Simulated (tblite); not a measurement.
C₆H₈P (charge -1).
InChI=1S/C6H8P/c1-5-3-4-6(2)7-5/h3-4H,1-2H3/q-1

Level: GFN2-xTB in tblite, geometry and Hessian alike; calculated harmonic values, unscaled, isolated species. Against measured fundamentals such values can be off by several per cent, at times by over 20.

Harmonic wavenumbers (cm⁻¹): 72.9, 78.4, 148.6, 241.4, 291.5, 326.3, 422.5, 464.1, 509.5, 680.9, 733.6, 735.1, 756.9, 790.7, 972.1, 985.3, 1022.1, 1027.7, 1078.2, 1191.9, 1202.1, 1227.1, 1364.5, 1388.3, 1388.6, 1461.6, 1503.4, 1503.7, 1507.1, 1511.6, 1515.7, 2897.9, 2898.9, 2921.9, 2923.5, 2963.3, 2984.6, 2999.0, 3000.8.

A = 4878, B = 1740, C = 1304 MHz; mass 111.036 u (most abundant isotopes); point group C2v, symmetry number 2.

Task: What is the zero-point energy?

Result: ½Σν̃ = 25847 cm⁻¹ = 73.90 kcal/mol.

Task: Entropy at 273.15 K, 1 bar (ideal gas, RRHO, classical rotation)?

Result: Translation 39.62, rotation 26.13, vibration 17.69: S = 83.4 cal/(mol K).

Task: And Cp and H(273.15 K) − H(0)?

Result: Cp = 27.89 cal/(mol K), of which vibrations give 19.94 (their classical limit is 39 R = 77.5); H(273.15 K) − H(0) = 4.82 kcal/mol without the zero-point energy, 2.65 from vibrations.

Task: How do the functions run with temperature in this model?

Result: 
```json
{"T (K)": "150", "S (cal/(mol K))": "69.8", "Cp (cal/(mol K))": "18.7", "H − H(0) (kcal/mol)": "1.96", "G − H(0) (kcal/mol)": "-8.51", "ln q(vib)": "1.85"}
{"T (K)": "250", "S (cal/(mol K))": "81.0", "Cp (cal/(mol K))": "26.1", "H − H(0) (kcal/mol)": "4.20", "G − H(0) (kcal/mol)": "-16.07", "ln q(vib)": "3.61"}
{"T (K)": "298.15", "S (cal/(mol K))": "86.0", "Cp (cal/(mol K))": "29.8", "H − H(0) (kcal/mol)": "5.54", "G − H(0) (kcal/mol)": "-20.09", "ln q(vib)": "4.47"}
{"T (K)": "400", "S (cal/(mol K))": "95.8", "Cp (cal/(mol K))": "37.5", "H − H(0) (kcal/mol)": "8.98", "G − H(0) (kcal/mol)": "-29.35", "ln q(vib)": "6.31"}
{"T (K)": "600", "S (cal/(mol K))": "113.5", "Cp (cal/(mol K))": "49.7", "H − H(0) (kcal/mol)": "17.77", "G − H(0) (kcal/mol)": "-50.32", "ln q(vib)": "9.97"}
{"T (K)": "900", "S (cal/(mol K))": "136.1", "Cp (cal/(mol K))": "61.5", "H − H(0) (kcal/mol)": "34.60", "G − H(0) (kcal/mol)": "-87.86", "ln q(vib)": "15.27"}
```

q(vib) and H(0) count from the zero-point level.

Task: What must be added to the electronic energy to get the Gibbs energy at 273.15 K and 1 bar?

Result: ZPE + [H(273.15 K) − H(0)] − T·S = 73.90 + 4.82 − 22.79 = 55.93 kcal/mol.

Task: Blend soft modes into free rotors: weight 1/[1 + (100 cm⁻¹/ν̃)⁴] for the oscillator and the rest for a rotor with moment μB/(μ + B), μ = h/(8π²ν), B = 10⁻⁴⁴ kg m². What vibrational entropy results?

Result: 16.50 cal/(mol K) in place of 17.69, which changes −T·S at 273.15 K by +0.32 kcal/mol.

Hindered rotation and anharmonicity are outside this model.
